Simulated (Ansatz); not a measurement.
Program: Ansatz. Geometries: PBE0-D4/def2-TZVP. ΔE: electronic, gas phase. CCSD(T)/CBS adds triple-zeta CCSD(T) − MP2 to the extrapolated MP2 energy (def2 sets, frozen cores). This one scheme is used for every species. Functionals use def2-TZVPP. One conformer a species, not always the lowest.

`F[Si](F)(Cl)N[SiH2]Cl` + PH₃ → `P[SiH2]Cl` + `N[Si](F)(F)Cl`  (ligand exchange at the Si–N bond)

`F[Si](F)(Cl)N[SiH2]Cl`:

```xyz
10

F    -1.100    1.748   -0.461
Si    0.403    1.315   -0.651
F     1.286    2.381    0.105
Cl    0.918    1.417   -2.601
N     0.584   -0.240   -0.016
Si   -0.550   -1.182    0.881
Cl   -1.756   -2.307   -0.342
H     1.426   -0.728   -0.292
H    -1.416   -0.273    1.654
H     0.207   -2.130    1.725
```

PH₃:

```xyz
4

P     0.194    0.221   -0.500
H    -0.045    1.011    0.655
H     0.896   -0.773    0.231
H    -1.046   -0.460   -0.385
```

`P[SiH2]Cl`:

Cartesian coordinates in Å:
```
P 0.400 -0.330 1.440
Si 0.064 0.378 -0.664
Cl 1.586 -0.360 -1.837
H -0.097 -1.631 1.160
H -0.873 0.157 1.853
H 0.133 1.860 -0.689
H -1.213 -0.074 -1.265
```

`N[Si](F)(F)Cl`:

```xyz
7

N     0.239   -0.547    0.912
Si   -0.282    0.260   -0.463
F    -1.026   -0.767   -1.400
F    -1.277    1.404   -0.033
Cl    1.148    1.143   -1.601
H     0.521   -0.042    1.736
H     0.677   -1.451    0.849
```

CCSD(T)/CBS gives +0.48 eV.

Problem. Another level gave +0.34 eV. Which?
A. PBE-D4/def2-TZVPP
B. CCSD/def2-TZVPP
C. revPBE/def2-TZVPP
D. r2SCANh-D4/def2-TZVPP

Solution. A. PBE-D4 0.34, CCSD/def2-TZVPP 0.53, revPBE 0.28, r2SCANh-D4 0.44 eV.

Largest T1 diagnostic among the species: 0.013.

The D4 term adds +0.06 eV with B3LYP and +0.04 eV with PBE0; it sums over pairs of atoms, weighted by their polarisabilities, and B3LYP, whose exchange is more repulsive, gets the larger term. From BLYP to BHLYP (50 % exact exchange), in def2-TZVPP and without D4, ΔE moves by +0.10 eV.

B3LYP here is the variant with VWN-RPA as its local correlation; programs differ in this.
